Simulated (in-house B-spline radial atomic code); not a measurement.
# Ionising Tl36+ with different functionals

Computed with a radial B-spline atomic code at the basis-set limit: scalar-relativistic (spin-free X2C) Hamiltonian, Fermi nucleus of rms radius 5.4759 fm, spin-polarised at highest spin, spherical fractional occupations for the functionals. The ionisation energy is the difference of two self-consistent energies, [Kr] 4d9 → [Kr] 4d8, without Breit or QED terms; ε is the level of the shell that loses the electron (its least bound occupied spin orbital). There is no spin-orbit coupling in this Hamiltonian.

Hybrids are left out here: with spherical fractional occupations of an open shell their exact exchange keeps a self-interaction that integer-occupation calculations don't have.

```json
{"method": "LDA exchange-only", "rung": "LDA", "ΔSCF (eV)": "1691.15", "-ε(4d) (eV)": "1662.38"}
{"method": "AM05", "rung": "GGA", "ΔSCF (eV)": "1694.11", "-ε(4d) (eV)": "1665.31"}
{"method": "BLYP", "rung": "GGA", "ΔSCF (eV)": "?", "-ε(4d) (eV)": "?"}
{"method": "TPSS", "rung": "meta-GGA", "ΔSCF (eV)": "?", "-ε(4d) (eV)": "?"}
```

(1) What does BLYP give?

(2) What does TPSS give?

(3) How do they compare with the NIST value?

## Answers

(1) ΔSCF 1693.86 eV, and -ε(4d) = 1665.12 eV.

(2) ΔSCF 1694.26 eV, and -ε(4d) = 1665.60 eV.

(3) NIST lists 1681 eV ± 5 (tabulated theory, ground level to ground level). Errors run from +10.15 to +13.26 eV. The correlated functionals all miss on the same side by more than they spread, so the cause is common to them (spin-orbit coupling, Breit-QED terms, multiplet and fine-structure energies, or a listed next ion that isn't the cheapest removal here) and closeness doesn't rank the functionals.
